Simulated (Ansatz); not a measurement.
A nudged elastic band was laid between two geometries of BCl2H + H3P (8 atoms, charge 0, multiplicity 1).

Level of theory: Ansatz 0.2.0, RKS CAM-B3LYP/6-31G*.

```
movable images  : 7
climbing image  : yes
spring          : 5.0 eV/Å²
optimiser       : fire
start path      : through a guess of the saddle point
force threshold : 0.03 eV/Å
iteration limit : 60
end points      : relaxed
```

First end point:

```xyz
8
Properties=species:S:1:pos:R:3
B -0.025 0.668 -0.186
H 0.034 0.885 0.978
Cl 1.444 0.534 -1.112
Cl -1.581 0.493 -0.950
P 0.149 -3.227 1.259
H -0.446 -2.966 -0.002
H 1.452 -2.880 0.822
H -0.130 -1.930 1.764
```

Last end point:

```xyz
8
Properties=species:S:1:pos:R:3
B 0.148 -0.854 -0.575
H -0.233 0.994 2.516
Cl 1.569 0.153 -0.780
Cl -1.405 -0.244 -1.114
P 0.261 -2.501 0.384
H -0.626 -3.265 -0.408
H 1.467 -2.984 -0.173
H -0.284 0.279 2.723
```

(1) What changes between the two ends?

(2) Give the energies along the band, and the barrier.

The band took 60 iterations and of the order of 16 core-minutes.

Answers

(1) Bonds broken: B1–H2, P5–H8. Bonds formed: B1–P5, H2–H8. BCl2H + H3P becomes BCl2H2P + H2.

(2) It did not converge within its limit. The highest image is number 4 of 0 to 8, 1.81 eV above the first end and 1.60 eV above the last; the last end lies 0.21 eV above the first. The band didn't meet its force threshold, so its energies are provisional: the largest band force was still 0.03 eV/Å, and over the last iterations the top stayed at 1.81 eV. The orbitals stay closed-shell, which can raise the energy where a bond breaks towards radicals; this wasn't checked here.

```
image  path coordinate (Å)  energy (eV)  B1–H2 (Å)  P5–H8 (Å)  B1–P5 (Å)
    0                 0.00         0.00       1.19       1.42       4.16
    1                 0.63         0.02       1.18       1.42       3.72
    2                 1.25         0.15       1.18       1.42       3.29
    3                 1.88         0.75       1.19       1.48       2.69
    4                 2.51         1.81       1.28       1.80       2.18
    5                 3.21         1.00       1.90       2.28       1.95
    6                 3.92         0.38       2.55       2.70       1.92
    7                 4.63         0.23       3.12       3.08       1.91
    8                 5.33         0.21       3.62       3.67       1.91
```

Time of the run: 8.8 min on 2 threads of Intel(R) Xeon(R) 6975P-C (Granite Rapids), on a shared host, peak memory 0.22 GiB.
